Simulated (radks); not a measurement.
Rh2+, 43 electrons, occupied as [Kr] 4d7. Method: scalar-relativistic Kohn-Sham, AM05, spin-polarised, spherical densities, finite nucleus; open shells are filled with parallel spins first (spin-orbit coupling, left out, can overturn this in heavy ions); Fermi nuclear charge, rms radius 4.4945 fm; computed with a radial shooting solver on a logarithmic mesh with Libxc functionals.

Unscreened Slater integrals over Kohn-Sham orbitals (hartree). They are taken over the spin-up orbitals.

integral     value
F0(4d,4d)  0.63212
F2(4d,4d)  0.31472
F4(4d,4d)  0.20523
F0(4d,4p)  0.71422
F2(4d,4p)  0.34909
G1(4d,4p)  0.43695
G3(4d,4p)  0.26630
F0(4d,4s)  0.73729
G2(4d,4s)  0.31745
F0(4p,4p)  0.83691
F2(4p,4p)  0.43866
F0(4p,4s)  0.87465
G1(4p,4s)  0.59281
F0(4s,4s)  0.91863

Derived for the open shells (J is the average intra-shell exchange parameter used in DFT+U). 4d: Racah B = F2/49 - 5 F4/441 = 0.004096 hartree, C = 35 F4/441 = 0.01629 hartree, C/B = 3.98, F4/F2 = 0.652, J = (F2 + F4)/14 = 0.03714 hartree.
